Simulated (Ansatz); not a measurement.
`F[Si](Cl)(Cl)S[SiH2]Cl` and `Cl[SiH2]S[Si](Cl)(Cl)Cl` differ in one atom or group.

Ansatz, PBE0-D4/def2-TZVP geometries, multiplicity 1. Each molecule was computed in one conformer, which needn't be the lowest.

| property | `F[Si](Cl)(Cl)S[SiH2]Cl` |
| --- | --- |
| size of the dipole moment (PBE/def2-TZVPP) / D | 0.89 |
| HOMO–LUMO gap (PBE/def2-TZVPP) / eV | 5.77 |
| HOMO–LUMO gap (ωB97M-V/def2-TZVPP) / eV | 12.06 |
| LUMO energy (B3LYP/def2-TZVPP) / eV | -0.70 |
| HOMO energy (ωB97M-V/def2-TZVPP) / eV | -10.62 |
| size of the dipole moment (B3LYP/def2-TZVPP) / D | 0.97 |

(1) Give the same properties after the change, and the shifts. (Estimate.)

Results:

(1) The calculation gave: 
```tsv
property	`Cl[SiH2]S[Si](Cl)(Cl)Cl`	shift
size of the dipole moment (PBE/def2-TZVPP) / D	1.20	0.31
HOMO–LUMO gap (PBE/def2-TZVPP) / eV	5.37	-0.40
HOMO–LUMO gap (ωB97M-V/def2-TZVPP) / eV	11.71	-0.35
LUMO energy (B3LYP/def2-TZVPP) / eV	-0.97	-0.27
HOMO energy (ωB97M-V/def2-TZVPP) / eV	-10.47	0.15
size of the dipole moment (B3LYP/def2-TZVPP) / D	1.32	0.35
```

With PBE0 the HOMO rises by 0.15 eV and the LUMO falls by 0.27 eV, so the gap narrows by about 0.42 eV. PBE moves the HOMO by 0.14 eV and ωB97M-V by 0.15 eV. Dipoles are sizes alone; their direction can turn.

B3LYP here is the variant with VWN-RPA as its local correlation; programs differ in this.
